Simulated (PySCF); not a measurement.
# TiN: frontier orbitals

M06-2X at R = 1.541 Å; Ti def2-TZVPPD, N def2-TZVPPD; no relativity (PySCF 2.14). State: ²Σ⁺ (doublet), unpaired electrons σ ↑. Only the outer orbitals are listed, counted within each symmetry.

```tsv
spin	orbital	occ.	ε (eV)	on Ti (%)	main shells (%)
α	6σ	1	-44.58	94	94 Ti p
α	2π	1	-44.31	100	100 Ti p
α	2π	1	-44.31	100	100 Ti p
α	7σ	1	-20.41	16	84 N s, 9 Ti d
α	3π	1	-9.37	39	60 N p, 35 Ti d
α	3π	1	-9.37	39	60 N p, 35 Ti d
α	8σ	1	-9.06	39	49 N p, 40 Ti d, 12 N s
α	9σ	1	-5.93	98	80 Ti s, 13 Ti p
α	4π	0	-0.97	96	76 Ti p, 20 Ti d
α	4π	0	-0.97	96	76 Ti p, 20 Ti d
α	1δ	0	-0.74	100	100 Ti d
β	6σ	1	-44.55	95	95 Ti p
β	2π	1	-44.33	100	100 Ti p
β	2π	1	-44.33	100	100 Ti p
β	7σ	1	-20.13	16	84 N s, 10 Ti d
β	3π	1	-9.25	44	56 N p, 40 Ti d
β	3π	1	-9.25	44	56 N p, 40 Ti d
β	8σ	1	-8.75	38	44 N p, 42 Ti d, 18 N s
β	9σ	0	-5.16	85	49 Ti p, 28 Ti s, 27 N s
β	4π	0	-3.63	100	79 Ti p, 21 Ti d
β	4π	0	-3.63	100	79 Ti p, 21 Ti d
```

Which are the highest filled and the lowest empty level, where do they sit, and how wide is the gap?

Highest filled α 9σ at -5.93 eV (in %: 80 Ti s, 13 Ti p); lowest empty β 9σ at -5.16 eV (in %: 49 Ti p, 28 Ti s, 27 N s); the gap at M06-2X is 0.77 eV.

The bond order (Mayer) is 2.98, the ⟨S²⟩ is 0.760 and the charge on Ti (Mulliken, basis-dependent) is 0.45. The charge on Ti (Löwdin, basis-dependent) is 0.21 and the dipole moment (positive dipole means Ti(−)N(+)) is -3.40 D.

The state is the lowest single determinant that the PBE0 search found; with open d or f shells the true ground state can be another one.
